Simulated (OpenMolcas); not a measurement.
## Computed levels of Ir⁷⁺

```
Program             : OpenMolcas 26.06
Method              : CASSCF
Basis               : ANO-RCC-VTZP [8s7p5d3f1g]
Scalar Hamiltonian  : DKH2, point nucleus
Active space        : 2 electrons in 10 orbitals (5d 6d)
State averaging     : 2S+1 = 3 even, 10 roots; 2S+1 = 1 even, 15 roots
Spin-orbit coupling : state interaction with AMFI integrals over the reference wave functions, term energies averaged over their components
```

Spin-free terms above the lowest, with the occupations of the reference (each correlating shell added to its valence partner):

```
Configuration  Term  E (eV)  Occupations
          5d2    3F  0.0000      5d 2.00
          5d2    1D  1.6429      5d 2.00
          5d2    3P  1.8430      5d 2.00
          5d2    1G  2.4990      5d 2.00
          5d2    1S  6.2472      5d 2.00
```

With spin-orbit coupling, above the lowest level:

```json
{"Configuration": "5d2", "Term": "3F", "J": "2", "E (eV)": "0.0000", "Measured (eV)": "0.0000", "g": "0.710", "Term weight %": "88", "Second": "11 1D"}
{"Configuration": "5d2", "Term": "3F", "J": "3", "E (eV)": "1.5856", "Measured (eV)": "1.5711", "g": "1.084", "Term weight %": "100", "Second": ""}
{"Configuration": "5d2", "Term": "3P", "J": "0", "E (eV)": "2.4574", "Measured (eV)": "2.1392", "g": "", "Term weight %": "91", "Second": "9 1S"}
{"Configuration": "5d2", "Term": "3F", "J": "4", "E (eV)": "2.7819", "Measured (eV)": "2.6799", "g": "1.208", "Term weight %": "83", "Second": "17 1G"}
{"Configuration": "5d2", "Term": "1D", "J": "2", "E (eV)": "3.0657", "Measured (eV)": "", "g": "1.191", "Term weight %": "46", "Second": "44 3P"}
{"Configuration": "5d2", "Term": "3P", "J": "1", "E (eV)": "3.4324", "Measured (eV)": "3.1270", "g": "1.501", "Term weight %": "100", "Second": ""}
{"Configuration": "5d2", "Term": "1G", "J": "4", "E (eV)": "4.8192", "Measured (eV)": "4.4948", "g": "1.043", "Term weight %": "83", "Second": "17 3F"}
{"Configuration": "5d2", "Term": "3P", "J": "2", "E (eV)": "5.1732", "Measured (eV)": "", "g": "1.266", "Term weight %": "55", "Second": "42 1D"}
{"Configuration": "5d2", "Term": "1S", "J": "0", "E (eV)": "8.8116", "Measured (eV)": "8.0617", "g": "", "Term weight %": "91", "Second": "9 3P"}
```

Against the 6 measured excited levels shown (van het Hof, Joshi, Wyart and Sugar, J. Res. Natl. Inst. Stand. Technol. 100, 687 (1995)) the mean absolute deviation is 2400 cm-1; the largest miss in energy is 5d2 1S0: computed 8.8116, measured 8.0617 eV (+9.3 %), and the largest in proportion 5d2 3P0 (+14.9 %).

Spin-orbit coupling puts the lowest level 1.9718 eV below the lowest spin-free term.

A least-squares Racah fit to the terms below 60000 cm-1, each weighted by 2L + 1 and with a free common offset, gives B = 990 cm-1 and C = 4103 cm-1 (C/B = 4.14), with an rms deviation of 49 cm-1.

For 3F the intervals divided by the larger J are 4263.0, 2412.1 cm-1. Landé's interval rule makes them equal in pure LS coupling; they differ by 55 % of their mean. The multiplet is regular.

Without dynamic correlation excited terms often stand tens of per cent too high (terms of higher spin than the ground term too low), and those without a measured partner can miss by more than the paired ones. Active for correlation alone: 6d; no level in the range computed is led by a configuration that fills it, so any true level of that kind is missing. Measured partners are found by configuration, term and J. A level has none where our copy of the source lacks it or the pairing is in doubt (some pairs that miss far off the trend of their configuration count as doubtful), and it then counts in no deviation. Levels of configurations outside the active space are missing. The first state left out of the spin-orbit step lies near 430000 cm-1 above the lowest spin-free state of the reference (among the parities and spins computed), and the list stops at four fifths of that energy or lower.

The term weight is that of the spin-free term in the level, not the purity of its configuration.
